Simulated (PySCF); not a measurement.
Compound: CH7Cl3Si4.
Cartesian coordinates in Å at the GFN2-xTB level; atoms count from 1:
```xyz
15
CH7Cl3Si4 angstrom
C      2.2470    0.0071    0.7532
Si     1.0025    0.3433   -0.6522
Si    -0.4921   -1.4994   -0.9440
Cl     0.0882   -3.2326   -0.0383
Si    -2.2205   -0.2669    0.1435
Cl    -2.5148   -0.8952    2.0738
Si    -0.8359    1.6628    0.1088
Cl    -1.4672    2.9475   -1.3663
H      1.7268   -0.3121    1.6519
H      2.8340    0.8846    1.0081
H      2.9409   -0.7838    0.4838
H      1.8100    0.7931   -1.8013
H     -0.8098   -1.9329   -2.3105
H     -3.5825   -0.2635   -0.4028
H     -0.7311    2.5558    1.2705
```

NICS = −σ at a ghost point: NICS(0) at the centroid of the ring atoms, NICS(1) 1 Å to either side along the normal of their mean plane, zz for the tensor component along that normal. Level: GIAO PBE0/pcSseg-1 (PySCF, non-relativistic, gas phase) on the GFN2-xTB geometry, one conformer.

Ring bond lengths (Å), with Mayer bond orders in brackets: Si2–Si3 2.390 (0.82), Si3–Si5 2.385 (0.79), Si5–Si7 2.375 (0.81), Si7–Si2 2.387 (0.84).

Problem. Give the NICS values of each ring in ppm.

Solution. 
| ring | type | NICS(0) | NICS(1), two faces | NICS(1)zz, two faces | rms pucker (Å) | centre to ring atoms, mean (Å) |
| --- | --- | --- | --- | --- | --- | --- |
| Si2–Si3–Si5–Si7 | 4-membered ring with 4 Si; formal bonds all single | 1.9 | -1.4 / -0.1 | 2.1 / 5.7 | 0.09 | 1.68 |

Problem. What do they say, and how far can they be read as aromaticity?

Solution. 
- Si2–Si3–Si5–Si7: mean NICS(1)zz 3.9 ppm, deshielded. Si2, Si3, Si5, Si7 have four or more neighbours, and the NICS criterion for π rings isn't applied. The two faces differ by 3.6 ppm, so no symmetry operation interchanges them.

Problem. How shielded are the nuclei of the rings and their hydrogens (means over atoms taken as equivalent)?

Solution. 
```csv
atoms,environment,σ isotropic (ppm),"principal values of the symmetric part, first atom (ppm)"
Si2,SiH silicon,383.6,"337.1, 383.9, 429.7"
Si3,chlorine-bound silicon,350.0,"280.3, 366.8, 402.8"
Si5,chlorine-bound silicon,341.0,"289.6, 351.6, 381.9"
Si7,chlorine-bound silicon,346.8,"296.1, 365.4, 378.9"
H12,Si–H hydrogen,26.82,"23.7, 24.8, 31.9"
H13,Si–H hydrogen,25.56,"21.5, 24.6, 30.6"
H14,Si–H hydrogen,25.51,"21.8, 24.3, 30.4"
H15,Si–H hydrogen,25.57,"21.7, 25.1, 29.9"
```
